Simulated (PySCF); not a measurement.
## How methods differ on the ionisation energy of As⁺

As⁺ [Ar] 3d10 4s2 4p2 (3P) → As²⁺ [Ar] 3d10 4s2 4p1 (2P), as a difference of total energies. All numbers are calculated (PySCF 2.14, scalar relativity by spin-free X2C-1e, in aug-cc-pVTZ-DK (7s6p4d2f, 59 functions)). Correlated levels: valence: [Ar] 3d10 frozen. The calculations carry no spin-orbit coupling.

| method | ionisation energy (eV) |
| --- | --- |
| UHF | 17.979 |
| LDA | 18.652 |
| PBE | 18.495 |
| PBE0 | 18.552 |
| r2SCAN | 18.714 |
| TPSSh | 18.561 |
| HSE06 | 18.543 |
| B3LYP | 18.523 |
| MP2 (valence) | 18.354 |

Problem. Estimate what TPSS gives.

Solution. 18.544 eV, closest to HSE06 among the rows shown.

Problem. Estimate what SCS-MP2 (valence) gives.

Solution. 18.279 eV, closest to MP2 (valence) among the rows shown.

A first-order spin-orbit estimate (lowest level to lowest level, LS coupling) adds -0.034 eV.

Errors of the correlated levels include the incompleteness of this basis and the frozen core.

For comparison: 18.589 eV (measured; NIST Atomic Spectra Database, ionization energies).
